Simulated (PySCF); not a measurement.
The scaffold silaethenyl-X carries different groups X. All species are isolated molecules in the gas phase. One relaxed conformer stands for each flexible species; it need not be the lowest. Strings in code marks are SMILES.

Quantity: vertical ionisation energy (energy after one electron is removed minus that of the parent at the parent's geometry), in eV.

Case: `C=[SiH]CF` (C–Si–C–F torsion 128°). Geometry of `[SiH](CF)=C` (neutral, multiplicity 1, Å):

```xyz
9

C      1.7155    -0.3248     0.2797
Si     0.3320     0.5939    -0.0742
C     -1.3987    -0.1572    -0.0952
F     -2.0451     0.1343    -1.2918
H      1.6685    -1.3908     0.4723
H      2.7050     0.1148     0.3282
H      0.3741     2.0456    -0.3539
H     -2.0173     0.2283     0.7217
H     -1.3340    -1.2441     0.0133
```

Problem. Estimate the vertical ionisation energy (energy after one electron is removed minus that of the parent at the parent's geometry) that minus the HOMO energy of HF/6-31G* // PBE0-D3(BJ)/def2-TZVP (PySCF) returns for this input.

Solution. 8.54 eV.
